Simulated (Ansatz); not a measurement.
`CC[N](CC)[Ge]([F])([F])[F]` and `C=CCN(CC)CC` differ in one atom or group.

Ansatz, PBE0-D4/def2-TZVP geometries, multiplicity 1. Each molecule was computed in one conformer, which needn't be the lowest.

Scalar relativity is left out up to krypton.

| property | `CC[N](CC)[Ge]([F])([F])[F]` |
| --- | --- |
| HOMO–LUMO gap (PBE0/def2-TZVPP) / eV | 7.10 |
| HOMO–LUMO gap (PBE/def2-TZVPP) / eV | 4.56 |
| size of the dipole moment (ωB97M-V/def2-TZVPP) / D | 3.87 |
| LUMO energy (ωB97M-V/def2-TZVPP) / eV | 1.82 |
| size of the dipole moment (PBE/def2-TZVPP) / D | 3.78 |
| LUMO energy (B3LYP/def2-TZVPP) / eV | -0.58 |

(1) Give the same properties after the change, and the shifts. (Best estimate.)

## Answers

(1) Ansatz gave: 
| property | `C=CCN(CC)CC` | shift |
| --- | --- | --- |
| HOMO–LUMO gap (PBE0/def2-TZVPP) / eV | 6.33 | -0.77 |
| HOMO–LUMO gap (PBE/def2-TZVPP) / eV | 3.94 | -0.62 |
| size of the dipole moment (ωB97M-V/def2-TZVPP) / D | 0.60 | -3.27 |
| LUMO energy (ωB97M-V/def2-TZVPP) / eV | 2.37 | 0.55 |
| size of the dipole moment (PBE/def2-TZVPP) / D | 0.55 | -3.23 |
| LUMO energy (B3LYP/def2-TZVPP) / eV | 0.05 | 0.63 |

With PBE0 the HOMO rises by 1.25 eV and the LUMO rises by 0.48 eV, so the gap narrows by about 0.77 eV. PBE moves the HOMO by 1.18 eV and ωB97M-V by 1.24 eV. Dipoles are sizes alone; their direction can turn.

Positive LUMOs are unbound, so they and the gaps depend on the basis.

B3LYP here is the variant with VWN-RPA as its local correlation; programs differ in this.
